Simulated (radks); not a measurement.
The numbers below are computed, except where a source is named.
Problem. Species: V V. Configuration: [Ar] 3d1 (the NIST ground configuration). Level of theory: scalar-relativistic Kohn-Sham, LDA (Slater exchange, Perdew-Wang correlation), spin-polarised, spherical densities, finite nucleus; open shells are filled with parallel spins first; Fermi nuclear charge, rms radius 3.6002 fm (a radial shooting solver on a logarithmic mesh with Libxc functionals). Some entries of the table are withheld. Estimate them.

orbital  occ.  eigenvalue (Ry)  <1/r> (bohr^-1)  r(max) (bohr)
1s down     1        -397.4003            22.79        0.04358
1s up       1        -397.4002            22.79        0.04358
2s up       1        -48.39548            4.785         0.2562
2s down     1        -48.35685            4.787         0.2562
2p up       3              (1)            4.694            (2)
2p down     3              (3)            4.697            (4)
3s up       1         -9.07522            1.530         0.8103
3s down     1         -8.98529            1.528         0.8106
3p up       3         -7.12414              (5)         0.8279
3p down     3         -7.03632              (6)         0.8285
3d up       1         -4.11553            1.171         0.8115
3d down     0         -4.03032            1.166         0.8140

Solution. 
(1) 2p up eigenvalue (Ry): -41.16164
(2) 2p up r(max) (bohr): 0.2081
(3) 2p down eigenvalue (Ry): -41.13151
(4) 2p down r(max) (bohr): 0.2081
(5) 3p up <1/r> (bohr^-1): 1.416
(6) 3p down <1/r> (bohr^-1): 1.413
